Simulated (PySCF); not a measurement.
Cost of excited-state runs on `InChI=1S/C5H5FOSi/c6-5-2-1-4(3-7)8-5/h1-3H,8H2`

Molfile (atoms numbered from 1):
```
C5H5FOSi
     RDKit          3D

 13 13  0  0  0  0  0  0  0  0999 V2000
   -2.9470    0.7859    0.0191 O   0  0  0  0  0  0  0  0  0  0  0  0
   -2.2262   -0.1696   -0.1602 C   0  0  0  0  0  0  0  0  0  0  0  0
   -0.7879   -0.1238   -0.0714 C   0  0  0  0  0  0  0  0  0  0  0  0
    0.0256   -1.1889   -0.2715 C   0  0  0  0  0  0  0  0  0  0  0  0
    1.4433   -0.9627   -0.1446 C   0  0  0  0  0  0  0  0  0  0  0  0
    1.7697    0.3038    0.1625 C   0  0  0  0  0  0  0  0  0  0  0  0
    3.0442    0.6879    0.3181 F   0  0  0  0  0  0  0  0  0  0  0  0
    0.2255    1.4221    0.3368 Si  0  0  0  0  0  4  0  0  0  0  0  0
   -2.6512   -1.1637   -0.4102 H   0  0  0  0  0  0  0  0  0  0  0  0
   -0.3406   -2.1764   -0.5176 H   0  0  0  0  0  0  0  0  0  0  0  0
    2.1543   -1.7611   -0.2895 H   0  0  0  0  0  0  0  0  0  0  0  0
    0.0793    1.8968    1.7076 H   0  0  0  0  0  0  0  0  0  0  0  0
    0.2066    2.4503   -0.6968 H   0  0  0  0  0  0  0  0  0  0  0  0
  1  2  2  0
  2  3  1  0
  3  4  2  0
  4  5  1  0
  5  6  2  0
  6  7  1  0
  6  8  1  0
  8  3  1  0
  2  9  1  0
  4 10  1  0
  5 11  1  0
  8 12  1  0
  8 13  1  0
M  END
```

PySCF with density fitting, on 1 thread of an Arm Neoverse V2, shared host. Command: `OMP_NUM_THREADS=1 python excited_run.py task.json out`

How long does each of these runs take, and how much memory?
- excited states, CAM-B3LYP/def2-SVP; Tamm-Dancoff; spin-orbit couplings; 8 states; 6 triplets; quadratic response for 4 states; writes grids
- excited states, B3LYP/def2-SVPD; two-photon moments; 6 states; quadratic response for 5 states; 0 triplets


```csv
run,level,basis functions,wall time,peak memory (GiB)
excited states,CAM-B3LYP/def2-SVP,141,23 s,0.64
excited states,B3LYP/def2-SVPD,210,29 s,0.85
```
Times from a shared host are rough.
